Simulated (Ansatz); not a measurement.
```xyz
6

H     0.0000    0.0000   -2.4700
H     0.0000    0.0000   -1.4820
H     0.0000    0.0000   -0.4940
H     0.0000    0.0000    0.4940
H     0.0000    0.0000    1.4820
H     0.0000    0.0000    2.4700
```

Basis set: 6-31G (spherical functions). All electrons are correlated. Charge 0, multiplicity 1.

Computed with Ansatz (development build ahead of 0.2.0); each method stands on the lowest determinant of its kind that the runs found. Restricted open shells among the atoms or ions are ROHF, correlated in semicanonical orbitals with singles.

**Question.** Give the atomization energy at this shape (free ground-state atoms in the same class of orbitals less the molecule, no zero-point energy) of singlet H6 by RHF-MP2, RHF.

**Answer.**

```
 method  atomization energy
RHF-MP2             8.37 eV
    RHF             6.54 eV
```

Caution: stretched shape with no unrestricted run beside it, a lower state can exist. Caution for RHF-MP2: bonds are stretched, where a single reference can fail.

This basis has no polarisation functions and is too small for such energies, which can lie far from measured ones in either direction.
